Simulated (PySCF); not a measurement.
SMILES C=[CH][In]([O]CC)[CH2]C, singlet at its GFN2-xTB optimised geometry (Å):

```
21

In    -0.4773     0.4202     0.0000
C     -1.1876    -1.7302     0.1864
C     -0.0149    -2.6708    -0.0075
H     -1.9688    -1.8922    -0.5573
H     -1.6249    -1.8309     1.1808
H      0.7810    -2.4359     0.6996
H      0.3933    -2.5746    -1.0141
H     -0.3213    -3.7084     0.1436
C     -1.3974     2.4825     0.0000
C     -2.6970     2.7063    -0.0068
H     -0.6972     3.3145     0.0153
H     -3.1144     3.7084     0.0004
H     -3.4210     1.9041    -0.0201
O      1.5380     0.4202     0.0000
C      2.3895     1.4860    -0.2784
C      2.1990     2.0434    -1.6881
H      2.2585     2.3019     0.4511
H      3.4210     1.1148    -0.1765
H      1.1791     2.4238    -1.7952
H      2.9065     2.8475    -1.8791
H      2.3507     1.2506    -2.4180
```

Method: PBE0/def2-SVP, def2 effective core potentials past Kr in PySCF. The core electrons that the potentials of In replace are not part of the density. Cells within 0.4 Å of a nucleus heavier than hydrogen are left out (blank, or x).

Map of the electrostatic potential (hartree/e), clipped to [-0.08, 0.12] on the plane z = 0.0 Å:

```
|44444444444444444444444333333|
|44444444444444444444443333333|
|44444444444444444444443333333|
|44444556544444444444443333333|
|44444699754456544444433333333|
|44445899965799754444443333333|
|44444799999999954444443333333|
|44444799x99999754456544333333|
|4444589xx9xx99544479964333333|
|44446999999x99655599995433333|
|44457999999999985799999643333|
|44446998669999998999x99954333|
|44445565579999999999999954333|
|444444555899xx999xx9757643333|
|44444444579999999999123333333|
|44444444458999996420012233333|
|44444444459999973000012233333|
|44444444589999753110122233333|
|44444444699xx9985322222333333|
|44444444699999999432223333333|
|44444444469999x99533333333333|
|44444444444699x99433333333333|
|44444444444599996433333333333|
|44444444444599974333333333333|
|44444444444479953333333333333|
|44444444444445543333333333333|
|44444444444444443333333333333|
|44444444444444433333333333333|
|44444444444444433333333333333|
```
Scale: ten equal steps from -0.080 (start of '0') to 0.120 (end of '9'), in the order '0123456789'; x runs from -6.00 to 6.00, y from -6.00 (bottom) to 6.00 (top).
